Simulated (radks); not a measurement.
Spherical jellium clusters: N electrons in a uniform positive sphere of charge N and radius rs N^(1/3), rs = 3.45 bohr. Calculated with a radial shooting solver with Libxc functionals: non-relativistic Kohn-Sham, LDA (Slater exchange, Perdew-Wang correlation), spin-polarised, spherical densities. Levels are named by radial order and angular momentum (1s, 1p, 1d, 2s, ...), and open shells are averaged over m.

N = 13, configuration 1s2 1p6 1d(up 5, down 0). This is the lowest configuration that the search found. Occupied and some empty levels:

| level | occupation | eigenvalue (eV) | <r> (bohr) |
|---|---|---|---|
| 1s up | 1 | -6.0422 | 5.180 |
| 1s down | 1 | -5.5861 | 4.937 |
| 1p up | 3 | -4.7290 | 6.234 |
| 1p down | 3 | -4.1456 | 6.188 |
| 1d up | 5 | -3.1280 | 7.113 |
| 1d down | 0 | -2.5259 | 7.226 |
| 2s up | 0 | -2.5150 | 6.541 |
| 2s down | 0 | -2.2018 | 6.775 |
| 1f up | 0 | -1.3726 | 8.119 |
| 2p up | 0 | -0.97753 | 9.122 |
| 1f down | 0 | -0.83670 | 8.503 |
| 2p down | 0 | -0.71906 | 9.744 |

Energy (eV): total -21.9502, kinetic 30.031, external -663.23, Hartree 324.25, exchange-correlation -53.133, background 340.14.

Electron density:

| r (bohr) | n(r) (e/bohr^3) |
|---|---|
| 0.268 | 0.003279 |
| 0.940 | 0.003527 |
| 1.61 | 0.004022 |
| 2.28 | 0.004703 |
| 2.96 | 0.005472 |
| 3.63 | 0.006185 |
| 4.30 | 0.006672 |
| 4.97 | 0.006756 |
| 5.65 | 0.006315 |
| 6.32 | 0.005364 |
| 6.99 | 0.004083 |
| 7.66 | 0.002770 |
| 8.34 | 0.001688 |
| 9.01 | 0.0009478 |
| 9.68 | 0.0005040 |
| 10.3 | 0.0002584 |
| 11.0 | 0.0001288 |
| 11.7 | 0.00006233 |
| 12.4 | 0.00003007 |
| 13.0 | 0.00001437 |
